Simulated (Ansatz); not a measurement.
```xyz
11

F    -1.009   -0.360    1.713
C    -1.125    0.569    0.688
C     0.192    0.727   -0.026
Ge    0.934   -0.977   -0.674
H    -1.906    0.211    0.011
H    -1.458    1.508    1.143
H     0.927    1.204    0.627
H     0.051    1.383   -0.889
H     1.486   -1.825    0.479
H    -0.168   -1.763   -1.407
H     2.074   -0.678   -1.664
```

Charge 0, multiplicity 1.

Task: List the ωB97M-V/def2-TZVPP orbital energies in eV (Ansatz 0.2.0). (Best estimate.)

Result: Ansatz gave: Occupied: -10866.27, -1362.13, -1209.85, -1209.85, -1209.84, -677.12, -283.58, -281.62, -173.90, -123.15, -123.14, -123.13, -36.07, -35.96, -35.95, -35.94, -35.88, -35.87, -24.27, -20.51, -17.88, -16.70, -16.39, -15.43, -13.96, -12.62, -12.26, -11.58, -11.56, -10.83. Lowest empty: 2.37, 3.04, 3.27, 3.55, 3.76, 3.98, 4.33, 4.94.
